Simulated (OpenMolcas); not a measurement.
What dynamic correlation does to the levels of neutral indium

```
Program             : OpenMolcas
Basis               : ANO-RCC-VTZP [7s6p4d2f1g]
Scalar Hamiltonian  : DKH2, point nucleus
Active space        : 3 electrons in 4 orbitals (5s 5p)
State averaging     : 2S+1 = 4 odd, 1 root (0 in the spin-orbit step); 2S+1 = 2 odd, 3 roots; 2S+1 = 4 even, 3 roots; 2S+1 = 2 even, 5 roots
Spin-orbit coupling : state interaction with AMFI integrals over the reference wave functions, term energies averaged over their components
```

Methods on the same reference wave functions:
A. CASSCF
B. SS-CASPT2, IPEA 0.25 Eh, imaginary shift 0.1 Eh (closed shells correlated: 4d)
C. XMS-CASPT2, IPEA 0.25 Eh, imaginary shift 0.1 Eh (closed shells correlated: 4d)

Energies in cm-1 above 5s2 5p 2P* 1/2, the measured ground level; measured values from NIST Handbook of Basic Atomic Spectroscopic Data.

| Level | A | B | C | Measured |
| --- | --- | --- | --- | --- |
| 5s2 5p 2P* 1/2 | 0.0 | 0.0 | 0.0 | 0.0 |
| 5s2 5p 2P* 3/2 | 2098 | 2100 | 2100 | 2213 |
| 5s 5p2 4P 1/2 | 26870 | 34170 | 34320 | 34978 |
| 5s 5p2 4P 3/2 | 27608 | 34910 | 35060 | 36021 |
| 5s 5p2 4P 5/2 | 28808 | 36080 | 36220 | 37452 |

Deviations, from unrounded energies. A percentage is the sum of absolute deviations over the sum of measured energies, with the sign that they share, or ± where signs differ.

```csv
Against measurement,Levels,A,B,C
mean absolute deviation (cm-1),4,6300,850,740
fine structure of the ground term (%),1,-5.2,-5.2,-5.2
other configurations (%),3,-23.2,-3.0,-2.6
```

C lies closest to measurement on these levels and A furthest from it. The largest miss of C in the table is 5s 5p2 4P 5/2, by -1200 cm-1. The ranking rests on the paired levels alone, and a cruder setting can come out closer through cancelling errors.

Between B and C the level of the table that moves most is 5s 5p2 4P 1/2, by 150 cm-1 (lowest in B, highest in C). Moves below CASPT2's spread within the term are not significant.

The lowest spin-free term lies below A's lowest term by 0.444 hartree in B, 0.447 hartree in C.

CASPT2 does not keep the components of a term degenerate, so their means are used; among the terms shown or strongly mixed into the levels shown the widest spread is 29 cm-1 (5s2 5p 2P*, C). Some high roots are left out of the spin-orbit mixing, which shifts the levels that they would mix with. Terms of s pⁿ other than that of highest spin mix with s² pⁿ⁻² d, which this space lacks; all of them can be thousands of cm-1 off, and some have no real level of that name. Without dynamic correlation excited terms often stand tens of per cent too high (terms of higher spin than the ground term too low), and those without a measured partner can miss by more than the paired ones (holds for A). Computed and measured levels are paired by configuration, term and J; levels that our copy of the source lacks, or whose pairing is in doubt (as where it misses far off the trend of its configuration), stay unpaired and out of the deviations. Levels of configurations outside the active space are missing. Levels that lie high or do not pair safely by name in every column are left out.

* marks odd parity.
